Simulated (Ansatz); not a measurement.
`[SiH3]CS` + `FCS` → `FCSC[SiH3]` + H₂S  (substitution at a C–S bond)

Calculated with Ansatz (gas phase, PBE0-D4/def2-TZVP geometries, no zero-point term in ΔE). CCSD(T)/CBS is the MP2 limit (def2-TZVPP, def2-QZVPP) plus CCSD(T) − MP2 in def2-TZVPP, frozen cores. This one scheme is used for every species. DFT in def2-TZVPP. Each species was taken in one conformer, which may not be the lowest.

(1) Is it downhill or uphill in electronic energy at CCSD(T)/CBS, and by how much? (Estimate.)

(2) What do these levels give: PBE0-D4, ωB97M-V, PBE0, CCSD/def2-TZVPP, CCSD(T)/def2-TZVPP, HF/def2-QZVPP? (Estimate.)

Largest T1 diagnostic among the species: 0.012.

## Answers

(1) Computed: Downhill: ΔE = -11.6 kJ/mol.

(2) The calculation gave: PBE0-D4 -10.5, ωB97M-V -10.9, PBE0 -7.5, CCSD/def2-TZVPP -9.6, CCSD(T)/def2-TZVPP -11.0, HF/def2-QZVPP -3.1 kJ/mol.

The D4 term adds −5.0 kJ/mol with B3LYP and −3.0 kJ/mol with PBE0; it sums over pairs of atoms, weighted by their polarisabilities, and B3LYP, whose exchange is more repulsive, gets the larger term. In def2-TZVPP, CCSD(T) changes the Hartree–Fock value by −7.8 kJ/mol (the triples alone add −1.4 kJ/mol) and MP2 by −8.6 kJ/mol.

B3LYP here is the variant with VWN-RPA as its local correlation; programs differ in this.
